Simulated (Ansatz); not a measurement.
Calculated with Ansatz (gas phase, PBE0-D4/def2-TZVP geometries, no zero-point term in ΔE). CCSD(T)/CBS is the MP2 limit (def2-TZVPP, def2-QZVPP) plus CCSD(T) − MP2 in def2-TZVPP, frozen cores. def2 core potentials past Kr. For Cd, I, Ti outer-core shells are correlated without core-valence functions, which leaves a few kJ/mol of doubt a bond. Scalar relativity is left out up to krypton. One conformer a species, not always the lowest.

`[OH][Ti]([OH])([OH])[I]` + `[OH][Cd][F]` → `[OH][Ti]([OH])([F])[I]` + `[OH][Cd][OH]`  (redistribution)

```csv
species,CCSD(T)/CBS(def2) energy (Eh)
`[OH][Ti]([OH])([OH])[I]`,-1373.91227
`[OH][Cd][F]`,-343.29729
`[OH][Ti]([OH])([F])[I]`,-1397.94349
`[OH][Cd][OH]`,-319.27020
```

Task: Work out ΔE.

Result: ΔE = (-1397.94349) + (-319.27020) − (-1373.91227) − (-343.29729) = -0.00413 Eh = -10.8 kJ/mol.

Largest T1 diagnostic among the species: 0.022, so the coupled-cluster value is less sure than usual.

From BLYP to BHLYP (50 % exact exchange), in def2-TZVPP and without D4, ΔE moves by +8.1 kJ/mol. Leaving LDA and LC-ωPBE aside and taking each functional with its dispersion term where it has one, the values, not all of them listed here, spread over 9.5 kJ/mol, from PBE-D4 to BHLYP-D4. In def2-TZVPP, CCSD(T) changes the Hartree–Fock value by −12.8 kJ/mol (the triples alone add −1.7 kJ/mol) and MP2 by −15.7 kJ/mol.
